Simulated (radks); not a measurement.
Results of a calculation; reference values are marked as such.
Problem. Mn3+, 22 electrons, occupied as [Ar] 3d4. Code: a radial shooting solver on a logarithmic mesh with Libxc functionals. Model: scalar-relativistic Kohn-Sham, LDA (Slater exchange, Perdew-Wang correlation), spin-polarised, spherical densities, point nucleus; open shells are filled with parallel spins first. Some entries of the table are withheld. Estimate them.

orbital  occ.  eigenvalue (Ry)  r(max) (bohr)  <1/r> (bohr^-1)
1s up       1        -474.1363        0.03994            24.88
1s down     1        -474.1358        0.03994            24.88
2s up       1        -57.30898         0.2331            5.287
2s down     1        -57.15378         0.2329            5.297
2p up       3              (1)         0.1884            5.193
2p down     3              (2)         0.1882            5.202
3s up       1         -9.04523         0.7341            1.678
3s down     1         -8.71159         0.7352            1.669
3p up       3         -6.75204         0.7471            1.549
3p down     3         -6.42641         0.7490            1.538
3d up       4         -3.16317         0.7332            1.250
3d down     0         -2.85595         0.7424            1.223

Solution. 
(1) 2p up eigenvalue (Ry): -49.02663
(2) 2p down eigenvalue (Ry): -48.90656
